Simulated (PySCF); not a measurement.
Identify the compound

An unknown has the formula C₅H₃ClF₄. Its calculated NMR data are:

¹H NMR (500 MHz, computed): δ 6.54 (m, 1H), 6.20 (m, 1H), 5.95 (m, 1H).

¹³C{¹H} NMR (computed): δ 165.9 (C), 133.0 (CH), 131.4 (C), 130.0 (CH2), 116.5 (C).

- geometry from GFN2-xTB
- σ from GIAO-PBE0/pcSseg-1
- code: PySCF 2.14
- non-relativistic, a single conformation, one averaged value for each set of equivalent atoms, gas phase

Referencing at the same level of theory: TMS for ¹H (σref 31.72) and ¹³C (σref 186.93).

Propose a structure and justify it.

Answers


1. The formula gives 2 degrees of unsaturation (no ring in the answer).
2. 5 carbon signals for 5 carbons: no two carbons are equivalent.
3. Carbon types of the structure: 3 × C, 1 × CH, 1 × CH2, which accounts for all hydrogens.
4. δC 165.9, 116.5: fully substituted alkene carbon.
5. δC 133.0: alkene CH; as expected for a trigonal carbon in a double bond.
6. δC 131.4: CF3 carbon; 3 electronegative neighbours deshield it.
7. δC 130.0: terminal =CH2 carbon; an sp2 carbon of a C=C bond.
8. δH 6.54: hydrogen on an alkene CH; olefinic region.
9. δH 6.20, 5.95: hydrogen on a terminal =CH2 carbon; olefinic region.

These data were computed for `C=C/C(=C(/F)Cl)C(F)(F)F`.

This is the structure that produced the data.

Carbons that carry Cl, above all several Cl atoms, come out too deshielded, partly because spin–orbit coupling is missing. Splittings by ¹⁹F in the carbon and heteronuclear signals aren't shown, as no couplings were computed. Shifts are as computed. Against solution values, carbons near 30 ppm lie about +3 ppm off and those near 130 ppm about +5 ppm; carbons on Cl a further +6 ppm (rms about the fit 2.1 ppm; single classes can miss by 10 ppm). Of 1328 compounds with measured shifts, 309 miss one by over three times the rms of a fit or turn the order of signals round; such compounds aren't used in these exercises. Signals without a measured value on file couldn't be tested in this way; 1H shifts scatter by 0.2 ppm about their fit, and single ones miss by 0.5 ppm. Multiplicities follow the n + 1 count of equivalent neighbours, as no J values were calculated; m marks all less simple cases, F and P coupling included.
